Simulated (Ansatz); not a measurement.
Consider the formal exchange of groups at the Si–Si bond: `N[Si](N)([SiH3])[SiH3]` + `CC1=CC1` → `[SiH3]C1=CC1` + `C[Si](N)(N)[SiH3]`.

Calculated with Ansatz (gas phase, PBE0-D4/def2-TZVP geometries, no zero-point term in ΔE). CCSD(T)/CBS adds triple-zeta CCSD(T) − MP2 to the extrapolated MP2 energy (def2 sets, frozen cores). Functionals use def2-TZVPP. B3LYP here is the variant with VWN-RPA as its local correlation; programs differ in this. Each species was taken in one conformer, which may not be the lowest.

```tsv
level	ΔE (eV)
B3LYP-D4	-0.50
B2PLYP	-0.56
```

What does CCSD(T)/CBS give? (Estimate.)

Computed: -0.56 eV. The listed levels differ from it by 0.06, 0.00 eV.

Largest T1 diagnostic among the species: 0.013.

From PBE to PBE0 (25 % exact exchange), in def2-TZVPP and without D4, ΔE moves by −0.05 eV.
